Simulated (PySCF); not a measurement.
C3H7FSi, SMILES F[C@H]1C[C@@H]1[SiH3]. Atoms are numbered in the order given.

```xyz
12

F     -1.8245     1.4242     0.0398
C     -0.8477     0.6017     0.5230
C     -1.0787    -0.8652     0.4524
C     -0.0571    -0.1970    -0.4735
Si     1.7839    -0.4770    -0.2790
H     -0.3539     1.0413     1.3975
H     -0.7256    -1.4966     1.2739
H     -2.0190    -1.1870    -0.0032
H     -0.4148    -0.0646    -1.5014
H      2.0967    -0.5571     1.1795
H      2.1984    -1.7554    -0.9278
H      2.5640     0.6431    -0.8818
```

The structure is a stationary point at B3LYP-D3(BJ)/def2-SVP. The structure was generated by enumeration; whether it is a known compound was not checked.

All values below come from PBE/def2-TZVP (PySCF).

The molecule is in vacuum.

```
Quantity                                                                                                        Value
---------------------------------------------------------------------------------------------  ----------------------
total energy                                                                                       -507.50698 hartree
highest occupied level                                                                                       -6.75 eV
lowest empty level                                                                                           -0.14 eV
orbital gap                                                                                                   6.61 eV
dipole moment                                                                                                  1.03 D
quadrupole, principal values (traceless, Buckingham form, about the centre of nuclear charge)   -6.56, 2.30, 4.26 D·Å
mean static polarisability                                                                       63.6 bohr³ (9.42 Å³)
polarisability, principal values                                                               56.7, 59.8, 74.3 bohr³
```
